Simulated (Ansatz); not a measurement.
Mulliken charges of Cl2F2H3NSi2, SMILES `F[SiH2]N[Si](F)(Cl)Cl` from r2SCAN/def2-TZVPP in Ansatz (PBE0-D4/def2-TZVP geometry).

```tsv
atom	x (Å)	y (Å)	z (Å)	charge (e)
F1	-1.302	-2.084	0.893	-0.314
Si2	-0.462	-0.795	1.318	0.616
N3	0.559	-0.262	0.038	-0.375
Si4	0.233	0.847	-1.200	0.776
F5	-1.325	1.108	-1.198	-0.282
Cl6	1.145	2.637	-0.928	-0.206
Cl7	0.793	0.125	-3.007	-0.203
H8	0.396	-1.200	2.451	-0.083
H9	-1.424	0.275	1.642	-0.072
H10	1.470	-0.701	-0.006	0.145
```

Q: By hand: the dipole of these point charges (1 e Å = 4.8032 D).

A: Σ q r = (0.355, 0.017, 0.403) e Å, of length 0.537 e Å = 2.58 D.

Q: How does the dipole of the full density compare? (Best estimate.)

A: The calculation gave: (0.373, -0.058, 0.227) e Å, 2.12 D; the point charges give 1.22 times that, at 20° from its direction.

Point charges leave out the atoms' own dipoles, such as those of lone pairs, and Mulliken's split depends on the basis, so the two needn't agree.
